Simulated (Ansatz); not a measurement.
Reaction (germylene formation by 1,1-elimination): `[NH2][GeH]([F])[Cl]` → `[F][Ge][Cl]` + NH₃

Computed with Ansatz on PBE0-D4/def2-TZVP structures; ΔE is electronic, products minus reactants. CCSD(T)/CBS adds triple-zeta CCSD(T) − MP2 to the extrapolated MP2 energy (def2 sets, frozen cores). This one scheme is used for every species. DFT in def2-TZVPP. For Ge outer-core shells are correlated without core-valence functions, which leaves a few kJ/mol of doubt a bond. Scalar relativity is left out up to krypton. One conformer a species, not always the lowest.

```
              species  B2PLYP energy (Eh)
`[NH2][GeH]([F])[Cl]`         -2693.20059
        `[F][Ge][Cl]`         -2636.64421
                  NH₃           -56.53655
```

Question: Work out ΔE.

Answer: ΔE = (-2636.64421) + (-56.53655) − (-2693.20059) = 0.01983 Eh = +52.1 kJ/mol. CCSD(T)/CBS gives +62.1 kJ/mol.

Largest T1 diagnostic among the species: 0.014.

From BLYP to BHLYP (50 % exact exchange), in def2-TZVPP and without D4, ΔE moves by +52.4 kJ/mol. The D4 term adds +10.9 kJ/mol with B3LYP and +5.8 kJ/mol with PBE0; it sums over pairs of atoms, weighted by their polarisabilities, and B3LYP, whose exchange is more repulsive, gets the larger term. At CCSD(T), def2-SVP lies +15.7 kJ/mol from the extrapolated value and def2-TZVPP +16.0 kJ/mol.

B3LYP here is the variant with VWN-RPA as its local correlation; programs differ in this.
